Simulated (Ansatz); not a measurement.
Consider the cleavage of the Si–Sn bond: `C[SiH](Cl)[SnH3]` + `[NH2][AlH2]` → `C[SiH](Cl)[NH][AlH2]` + `[SnH4]`.

Computed with Ansatz on PBE0-D4/def2-TZVP structures; ΔE is electronic, products minus reactants. CCSD(T)/CBS is the MP2 limit (def2-TZVPP, def2-QZVPP) plus CCSD(T) − MP2 in def2-TZVPP, frozen cores. This one scheme is used for every species. Functionals use def2-TZVPP. Elements past krypton have def2 core potentials. For Sn outer-core shells are correlated without core-valence functions, which leaves a few kJ/mol of doubt a bond. One conformer a species, not always the lowest.

`C[SiH](Cl)[SnH3]`:

Z-matrix (Å, degrees):
```
C
Si 1 1.864
H 1 1.094 2 110.0
H 1 1.092 2 110.4 3 119.7
H 1 1.092 2 110.9 3 -120.0
Cl 2 2.072 1 108.8 3 -178.0
Sn 2 2.566 1 113.0 3 62.4
H 2 1.487 1 110.2 3 -61.7
H 7 1.708 2 110.2 1 58.4
H 7 1.711 2 110.7 1 -61.0
H 7 1.706 2 110.9 1 178.7
```

`[NH2][AlH2]`:

```xyz
6

N     0.762    0.215    0.503
Al   -0.673   -0.190   -0.444
H     1.546   -0.399    0.652
H     0.913    1.094    0.972
H    -0.737   -1.624   -1.113
H    -1.810    0.904   -0.571
```

`C[SiH](Cl)[NH][AlH2]`:

Z-matrix (Å, degrees):
```
C
Si 1 1.856
H 1 1.093 2 110.7
H 1 1.092 2 110.7 3 119.6
H 1 1.093 2 110.4 3 -120.1
Cl 2 2.076 1 106.5 3 -62.7
N 2 1.713 1 113.0 3 59.5
H 2 1.481 1 112.7 3 -178.9
Al 7 1.787 2 128.7 1 138.0
H 7 1.013 2 114.8 1 -47.1
H 9 1.582 7 117.3 2 177.4
H 9 1.579 7 117.9 2 -3.6
```

`[SnH4]`:

Cartesian coordinates in Å:
```
Sn 0.000 0.000 0.000
H 0.538 -1.597 0.249
H 1.342 1.048 -0.057
H -1.026 0.460 1.280
H -0.853 0.089 -1.472
```

CCSD(T)/CBS gives -11.1 kcal/mol.

**Question.** Another level gave -9.8 kcal/mol. Which?
A. CCSD/def2-TZVPP
B. r2SCAN/def2-TZVPP
C. PBE0/def2-TZVPP
D. PBE-D4/def2-TZVPP

**Answer.** C. PBE0 -9.8, PBE-D4 -8.5, r2SCAN -11.5, CCSD/def2-TZVPP -13.3 kcal/mol.

Largest T1 diagnostic among the species: 0.013.

From PBE to PBE0 (25 % exact exchange), in def2-TZVPP and without D4, ΔE moves by −1.6 kcal/mol. In def2-TZVPP, CCSD(T) changes the Hartree–Fock value by +2.4 kcal/mol (the triples alone add +0.2 kcal/mol) and MP2 by +2.5 kcal/mol.
